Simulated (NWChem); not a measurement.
Species: C3H4FNSi; SMILES N#C/C([SiH3])=C/F

```xyz
10

N     -0.7403    -2.6982     0.0000
C     -0.5407    -1.5545     0.0000
C     -0.2304    -0.1635     0.0000
Si     1.5965     0.3450     0.0000
C     -1.2550     0.7045     0.0000
F     -1.0733     2.0079     0.0000
H      1.6908     1.8294     0.0000
H      2.2426    -0.2220    -1.2178
H      2.2426    -0.2220     1.2178
H     -2.3140     0.4236     0.0000
```
Atoms are numbered in this order, from 1.

All runs: NWChem. All runs use the structure optimised with PBE0/def2-SVP. GIAO values for the isolated, static molecule; σ is the absolute isotropic shielding, δ = σ(reference) − σ with the isolated reference molecule computed at the same levels (13C: tetramethylsilane, 19F: trichlorofluoromethane, 1H: tetramethylsilane, 15N: ammonia).

Task: Predict the results for BHandHLYP/pcSseg-1. Quantities: δ N1 (ppm); δ C2 (ppm); δ C3 (ppm); δ C5 (ppm); δ F6 (ppm); δ H7 (rotor mean) (ppm); δ H10 (ppm).

Result: 
```
Quantity                 Value
-----------------------  -----
δ N1 (ppm)               334.4
δ C2 (ppm)               120.6
δ C3 (ppm)                96.2
δ C5 (ppm)               183.1
δ F6 (ppm)               -58.9
δ H7 (rotor mean) (ppm)   4.19
δ H10 (ppm)               7.55
```
